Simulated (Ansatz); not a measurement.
One change: `[CH3][Al]([CH3])[Cl]` becomes `[CH3][Al]([Cl])[Br]`.

Ansatz, PBE0-D4/def2-TZVP geometries, multiplicity 1. 

Scalar relativity is left out up to krypton.

```csv
property,`[CH3][Al]([CH3])[Cl]`
HOMO–LUMO gap (ωB97M-V/def2-TZVPP) / eV,11.08
LUMO energy (ωB97M-V/def2-TZVPP) / eV,0.97
size of the dipole moment (B3LYP/def2-TZVPP) / D,2.03
HOMO energy (ωB97M-V/def2-TZVPP) / eV,-10.11
HOMO–LUMO gap (PBE0/def2-TZVPP) / eV,7.28
LUMO energy (PBE0/def2-TZVPP) / eV,-0.62
```

(1) What does the change do to each property? (An estimate is asked.)

## Answers

(1) Computed: 
```
                                        property  `[CH3][Al]([Cl])[Br]`  shift
         HOMO–LUMO gap (ωB97M-V/def2-TZVPP) / eV                  11.39   0.31
           LUMO energy (ωB97M-V/def2-TZVPP) / eV                   0.66  -0.31
size of the dipole moment (B3LYP/def2-TZVPP) / D                   1.96  -0.07
           HOMO energy (ωB97M-V/def2-TZVPP) / eV                 -10.73  -0.62
            HOMO–LUMO gap (PBE0/def2-TZVPP) / eV                   7.52   0.24
              LUMO energy (PBE0/def2-TZVPP) / eV                  -1.01  -0.39
```

With PBE0 the HOMO falls by 0.63 eV and the LUMO falls by 0.39 eV, so the gap widens by about 0.24 eV. PBE moves the HOMO by -0.62 eV and ωB97M-V by -0.62 eV. Dipoles are sizes alone; their direction can turn.

B3LYP here is the variant with VWN-RPA as its local correlation; programs differ in this.

Spin–orbit coupling is left out; it splits and shifts lone-pair levels of the heavy atoms by tenths of an eV.
